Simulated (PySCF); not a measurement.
Correlation energy of Ca (calcium, neutral)

[Ar] 4s2, closed-shell 1S. Calculation: PySCF 2.14, in def2-TZVPPD (6s5p3d, 36 functions); no relativity, point nucleus. Frozen: [Ar]; 2 electrons correlated.

With two correlated electrons CCSD is exact within the correlated space (frozen core and kept virtual orbitals).

```
level  correlation energy (mhartree)
 CCSD                         -28.35
```

Diagnostics: T1 = 0.013, D1 = 0.0185, largest double amplitude 0.125.

Cost of the coupled-cluster step: of the order of 0.25 core-seconds, for 2 correlated electrons.

Iterations:

```
CC2 = 0
CCSD nocc = 1, nmo = 27
frozen orbitals [0, 1, 2, 3, 4, 5, 6, 7, 8]
max_cycle = 100
direct = 0
conv_tol = 1e-08
conv_tol_normt = 1e-06
diis_space = 8
diis_start_cycle = 0
Init t2, MP2 energy = -676.764321286205  E_corr(MP2) -0.0185203329567523
Init E_corr(CCSD) = -0.0185203329570962
cycle = 1  E_corr(CCSD) = -0.0241980725993044  dE = -0.00567773964  norm(t1,t2) = 0.059799
cycle = 2  E_corr(CCSD) = -0.0263457524417205  dE = -0.00214767984  norm(t1,t2) = 0.0279452
cycle = 3  E_corr(CCSD) = -0.0282721706101395  dE = -0.00192641817  norm(t1,t2) = 0.0153144
cycle = 4  E_corr(CCSD) = -0.0283352977474803  dE = -6.31271373e-05  norm(t1,t2) = 0.00348991
cycle = 5  E_corr(CCSD) = -0.028353621230178  dE = -1.83234827e-05  norm(t1,t2) = 0.000811501
cycle = 6  E_corr(CCSD) = -0.0283438876580895  dE = 9.73357209e-06  norm(t1,t2) = 0.000128495
cycle = 7  E_corr(CCSD) = -0.0283456864146433  dE = -1.79875655e-06  norm(t1,t2) = 3.2437e-05
cycle = 8  E_corr(CCSD) = -0.0283466500659406  dE = -9.63651297e-07  norm(t1,t2) = 5.71092e-06
cycle = 9  E_corr(CCSD) = -0.0283463515283272  dE = 2.98537613e-07  norm(t1,t2) = 2.13747e-06
cycle = 10  E_corr(CCSD) = -0.0283463575852677  dE = -6.05694044e-09  norm(t1,t2) = 1.00275e-07
CCSD converged
E(CCSD) = -676.7741473108332  E_corr = -0.02834635758526766
```
